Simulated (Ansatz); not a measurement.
Species: HgBr2, charge 0, multiplicity 1. 
Geometry from a B3LYP-D3(BJ)/def2-TZVP (Ansatz, a program for electronic structure) optimisation:
SMILES: [Br][Hg][Br]
```xyz
3

Hg     0.0000     0.0000     0.0000
Br     0.0000     0.0000     2.4249
Br     0.0000     0.0000    -2.4249
```
Charge 0, spin multiplicity 1.

Computed values are from Ansatz. Cores are frozen in the correlated levels unless marked. Open shells are spin-unrestricted. Spin-orbit coupling is left out. The frozen core is the preceding noble-gas configuration, with the filled d and f shells of earlier blocks. In def2 rows, elements after Kr have scalar-relativistic effective core potentials. Basis-set limits of correlation are two-point, X^-3; Hartree-Fock from the larger set. The bracket is a focal-point correction in the basis named.

```
Item                                                                                            Value
---------------------  ------------------------------------------------------------------------------
atomisation energy De  94.4 kcal/mol at RI-MP2/CBS(def2-TZVPPD,def2-QZVPPD)+[CCSD(T)-MP2]/def2-TZVPPD
total energy           -5298.4261 Eh at RI-MP2/CBS(def2-TZVPPD,def2-QZVPPD)+[CCSD(T)-MP2]/def2-TZVPPD
dipole moment                                                             0.00 D at CCSD(T)/def2-SVPD
T1 diagnostic                                                               0.016 at CCSD/def2-TZVPPD
```
